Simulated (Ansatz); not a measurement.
Energy landscape of H2B (cation, charge +1), singlet: symmetric bend, bond length relaxed. Scanned: H-B-H angle. Other coordinates (B-H bond length) were minimised at B3LYP/def2-TZVP.

Calculation: full CI/cc-pVTZ, frozen core run with Ansatz (a quantum-chemistry and plane-wave program).

Scanned values (°): 180, 170.44, 159.50, 149.46, 140.05, 130.40, 120.80, 109.89, 101.14, 91.80, 80.97, 72.15.

Locate the minima and the barriers on this grid.

Lower than their neighbours: 180° (0.0 kcal/mol, end of the scan). Higher than their neighbours: 72.15° (102.3 kcal/mol, end of the scan). The whole profile spans 102.3 kcal/mol.

The scan ran from 180.0 to 60.0; beyond the range shown the relaxed coordinates jump or full CI changes its symmetry label.
